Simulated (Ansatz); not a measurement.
A short molecular-dynamics run on (AgI)2 ring (Ag₂I₂).

```yaml
crystal:
  periodic: [false, false, false]
  atoms:
    - {symbol: Ag, position_ang: [-1.286531, 0.037516, -0.575928]}
    - {symbol: I, position_ang: [-0.972127, -0.291812, 2.151769]}
    - {symbol: Ag, position_ang: [1.286544, -0.036157, 0.576073]}
    - {symbol: I, position_ang: [0.972124, 0.290453, -2.151925]}
basis:
  gaussian: {orbitals: def2-SVP}
hamiltonian: {xc: {name: BLYP}, dispersion: d3bjatm}
md: {timestep: 1 fs, n_steps: 15, ensemble: nvt_nose_hoover, temperature: 500, initial_velocities: maxwell_boltzmann, seed: 795}
scf: {omitted_lower_state_checks: [starts]}
```

```sh
$ ansatz run in.yaml --threads 4 --pin off --events-out ev --progress --plain --max-ram 3916MiB
```

| step | time (fs) | potential energy (eV) | kinetic (eV) | T (K) | conserved (eV) |
| --- | --- | --- | --- | --- | --- |
| 0 | 0.0 | -24198.9044 | 0.1293 | 500 | -24198.7752 |
| 1 | 1.0 | -24198.9053 | 0.1301 | 503 | -24198.7752 |
| 2 | 2.0 | -24198.9061 | 0.1309 | 506 | -24198.7752 |
| 3 | 3.0 | -24198.9069 | 0.1317 | 509 | -24198.7752 |
| 4 | 4.0 | -24198.9076 | 0.1324 | 512 | -24198.7752 |
| 5 | 5.0 | -24198.9082 | 0.1330 | 515 | -24198.7752 |
| 6 | 6.0 | -24198.9088 | 0.1336 | 517 | -24198.7752 |
| 7 | 7.0 | -24198.9093 | 0.1341 | 519 | -24198.7752 |
| 8 | 8.0 | -24198.9098 | 0.1346 | 521 | -24198.7752 |
| 9 | 9.0 | -24198.9102 | 0.1350 | 522 | -24198.7752 |
| 10 | 10.0 | -24198.9105 | 0.1353 | 523 | -24198.7752 |
| 11 | 11.0 | -24198.9108 | 0.1356 | 524 | -24198.7752 |
| 12 | 12.0 | -24198.9110 | 0.1358 | 525 | -24198.7752 |
| 13 | 13.0 | -24198.9111 | 0.1359 | 526 | -24198.7752 |
| 14 | 14.0 | -24198.9112 | 0.1360 | 526 | -24198.7752 |
| 15 | 15.0 | -24198.9112 | 0.1360 | 526 | -24198.7752 |

Velocities are drawn at the set temperature; a run this short doesn't reach equilibrium.

In the def2 sets Ag, I take a core potential; there is no spin–orbit coupling.

Frames (Å, forces in eV/Å):

```xyz
4
time=0.0 fs
Ag   -1.287    0.038   -0.576   -0.278    0.008   -0.125
I    -0.972   -0.292    2.152   -0.181   -0.054    0.403
Ag    1.287   -0.036    0.576    0.278   -0.008    0.125
I     0.972    0.290   -2.152    0.182    0.055   -0.403
4
time=1.0 fs
Ag   -1.288    0.039   -0.576   -0.270    0.007   -0.121
I    -0.973   -0.293    2.152   -0.170   -0.052    0.391
Ag    1.289   -0.034    0.575    0.261   -0.011    0.138
I     0.973    0.289   -2.151    0.178    0.056   -0.408
4
time=2.0 fs
Ag   -1.290    0.041   -0.575   -0.261    0.006   -0.116
I    -0.974   -0.295    2.152   -0.158   -0.050    0.378
Ag    1.291   -0.032    0.573    0.245   -0.013    0.151
I     0.973    0.287   -2.151    0.174    0.057   -0.412
4
time=3.0 fs
Ag   -1.291    0.042   -0.575   -0.252    0.005   -0.112
I    -0.975   -0.296    2.152   -0.147   -0.047    0.365
Ag    1.293   -0.030    0.572    0.229   -0.016    0.163
I     0.973    0.286   -2.150    0.170    0.057   -0.416
4
time=4.0 fs
Ag   -1.293    0.044   -0.575   -0.243    0.004   -0.107
I    -0.976   -0.298    2.153   -0.135   -0.044    0.352
Ag    1.296   -0.028    0.571    0.212   -0.018    0.175
I     0.974    0.284   -2.149    0.166    0.058   -0.420
4
time=5.0 fs
Ag   -1.294    0.046   -0.575   -0.234    0.004   -0.102
I    -0.977   -0.299    2.153   -0.124   -0.042    0.338
Ag    1.298   -0.026    0.570    0.196   -0.021    0.186
I     0.974    0.283   -2.149    0.162    0.059   -0.423
4
time=6.0 fs
Ag   -1.296    0.047   -0.574   -0.225    0.003   -0.097
I    -0.978   -0.301    2.153   -0.113   -0.039    0.325
Ag    1.300   -0.024    0.568    0.180   -0.023    0.198
I     0.975    0.281   -2.148    0.158    0.060   -0.426
4
time=7.0 fs
Ag   -1.298    0.049   -0.574   -0.215    0.002   -0.092
I    -0.979   -0.303    2.154   -0.101   -0.037    0.311
Ag    1.303   -0.022    0.567    0.164   -0.025    0.209
I     0.975    0.280   -2.148    0.153    0.060   -0.428
4
time=8.0 fs
Ag   -1.299    0.051   -0.574   -0.206    0.001   -0.087
I    -0.981   -0.304    2.154   -0.090   -0.034    0.298
Ag    1.305   -0.021    0.566    0.148   -0.028    0.220
I     0.976    0.278   -2.147    0.148    0.061   -0.431
4
time=9.0 fs
Ag   -1.301    0.052   -0.574   -0.196    0.000   -0.082
I    -0.982   -0.306    2.154   -0.080   -0.031    0.284
Ag    1.307   -0.019    0.565    0.132   -0.030    0.231
I     0.977    0.277   -2.147    0.143    0.061   -0.433
4
time=10.0 fs
Ag   -1.303    0.054   -0.573   -0.186   -0.001   -0.077
I    -0.983   -0.307    2.155   -0.069   -0.028    0.270
Ag    1.310   -0.017    0.564    0.116   -0.032    0.241
I     0.977    0.275   -2.147    0.138    0.062   -0.434
4
time=11.0 fs
Ag   -1.305    0.056   -0.573   -0.176   -0.002   -0.072
I    -0.984   -0.309    2.155   -0.058   -0.025    0.257
Ag    1.312   -0.015    0.563    0.100   -0.035    0.251
I     0.978    0.274   -2.146    0.133    0.062   -0.435
4
time=12.0 fs
Ag   -1.306    0.057   -0.573   -0.165   -0.003   -0.067
I    -0.985   -0.310    2.156   -0.048   -0.022    0.243
Ag    1.314   -0.013    0.561    0.085   -0.037    0.261
I     0.978    0.272   -2.146    0.128    0.063   -0.436
4
time=13.0 fs
Ag   -1.308    0.059   -0.573   -0.155   -0.004   -0.062
I    -0.986   -0.312    2.156   -0.037   -0.019    0.229
Ag    1.317   -0.011    0.560    0.069   -0.039    0.270
I     0.979    0.271   -2.146    0.123    0.063   -0.437
4
time=14.0 fs
Ag   -1.310    0.061   -0.572   -0.144   -0.006   -0.057
I    -0.987   -0.313    2.157   -0.027   -0.016    0.215
Ag    1.319   -0.009    0.559    0.054   -0.041    0.279
I     0.979    0.269   -2.146    0.117    0.063   -0.437
4
time=15.0 fs
Ag   -1.312    0.062   -0.572   -0.134   -0.007   -0.052
I    -0.988   -0.315    2.157   -0.017   -0.013    0.201
Ag    1.322   -0.007    0.558    0.039   -0.044    0.288
I     0.980    0.268   -2.145    0.112    0.064   -0.437
```

Run time 43 s (4 threads of Arm Neoverse N1 on a shared host).
